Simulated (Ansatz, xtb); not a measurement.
A ladder of methods for C2H8GaN (SMILES [CH3][Ga]([CH3])[NH2])

C2H8GaN: 12 atoms, total charge 0, spin state singlet. SMILES: `[CH3][Ga]([CH3])[NH2]`. The shape is that of a PBE0-D4/def2-TZVP optimisation.

Quantity: the HOMO–LUMO gap, in eV. The values are calculated.

```tsv
level	kind	program	value (eV)
GFN0-xTB	semi-empirical	xtb	4.54
HF/cc-pVDZ	Hartree–Fock	Ansatz	13.37
SVWN5/cc-pVDZ	LDA	Ansatz	4.93
BLYP/cc-pVDZ	GGA	Ansatz	4.92
PBE/cc-pVDZ	GGA	Ansatz	4.99
revPBE/cc-pVDZ	GGA	Ansatz	5.03
r2SCAN/cc-pVDZ	meta-GGA	Ansatz	5.55
B3LYP/cc-pVDZ	global hybrid	Ansatz	6.63
```

All-electron rows without a relativistic Hamiltonian named are non-relativistic. The values span 4.54 to 13.37 eV. Orbital gaps aren't excitation energies; they tend to grow with the share of exact exchange.
